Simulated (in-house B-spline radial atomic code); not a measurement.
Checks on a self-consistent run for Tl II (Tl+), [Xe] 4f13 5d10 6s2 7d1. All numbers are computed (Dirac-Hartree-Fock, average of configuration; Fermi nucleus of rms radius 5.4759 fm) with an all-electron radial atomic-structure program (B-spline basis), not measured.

| orbital | q | ε (Eh) | <1/r> | <r²> | small-component weight |
| --- | --- | --- | --- | --- | --- |
| 1s1/2 | 2 | -3165.40518 | 99.3521 | 0.000368942 | 0.095158 |
| 2s1/2 | 2 | -570.12946 | 24.5313 | 0.0055453 | 0.021922 |
| 2p1/2 | 2 | -546.22187 | 24.4425 | 0.00392239 | 0.021968 |
| 2p3/2 | 4 | -470.19959 | 19.6763 | 0.00510263 | 0.019404 |
| 3s1/2 | 2 | -139.72326 | 9.01279 | 0.0358654 | 0.0073776 |
| 3p1/2 | 2 | -129.00584 | 8.91033 | 0.0327202 | 0.0073069 |
| 3p3/2 | 4 | -111.88377 | 7.67164 | 0.0390249 | 0.0065747 |
| 3d3/2 | 4 | -94.42833 | 7.55106 | 0.0299175 | 0.00643 |
| 3d5/2 | 6 | -90.80693 | 7.27253 | 0.0316311 | 0.0062312 |
| 4s1/2 | 2 | -33.54066 | 3.81538 | 0.172035 | 0.0025139 |
| 4p1/2 | 2 | -28.88154 | 3.70432 | 0.175076 | 0.0024187 |
| 4p3/2 | 4 | -24.63385 | 3.29544 | 0.204753 | 0.0021622 |
| 4d3/2 | 4 | -17.02646 | 3.09561 | 0.213396 | 0.0019582 |
| 4d5/2 | 6 | -16.22106 | 2.99901 | 0.223853 | 0.001886 |
| 5s1/2 | 2 | -6.51895 | 1.5619 | 0.860297 | 0.00064706 |
| 5p1/2 | 2 | -4.85300 | 1.44315 | 0.99102 | 0.00056713 |
| 5p3/2 | 4 | -4.04947 | 1.29615 | 1.17755 | 0.00048682 |
| 4f5/2 | 5.5714 | -6.39864 | 2.65978 | 0.24687 | 0.001527 |
| 4f7/2 | 7.4286 | -6.21924 | 2.62338 | 0.253183 | 0.0014978 |
| 5d3/2 | 4 | -1.63719 | 1.03456 | 1.84107 | 0.00032324 |
| 5d5/2 | 6 | -1.53860 | 0.994901 | 1.97499 | 0.00030132 |
| 6s1/2 | 2 | -0.98532 | 0.565884 | 5.76222 | 0.00010422 |
| 7d3/2 | 0.4 | -0.11976 | 0.116822 | 140.838 | 5.6641e-06 |
| 7d5/2 | 0.6 | -0.11868 | 0.115349 | 143.844 | 5.5856e-06 |

Electron-electron repulsion V_ee = 7390.5396 hartree.

(1) What total energy follows from the eigenvalues?

(2) Does the Dirac virial theorem hold?

(3) What diamagnetic shielding (Lamb formula) and susceptibility (Langevin formula) do the radii give?

Results:

(1) The eigenvalues count the repulsion twice, so E = Σqε - V_ee = -12879.333 - 7390.540 = -20269.873 hartree; the run printed -20269.873.

(2) For a point nucleus E = -2c²Σq·w, with w the small-component weight. Here Σq·w = 0.53947 and c = 137.0360, so the ratio E/(-2c²Σq·w) is 1.000417; the finite nucleus accounts for the departure from 1.

(3) σ = (α²/3)Σq<1/r> = 631.184/(3·137.036²) = 11204 ppm, and χ = -0.79199×10⁻⁶·Σq<r²> = -150×10⁻⁶ cm³/mol with Σq<r²> = 189.4 bohr². Both are non-relativistic formulas without the paramagnetism of open shells; for so heavy an element the full relativistic shielding is larger by tens of per cent.
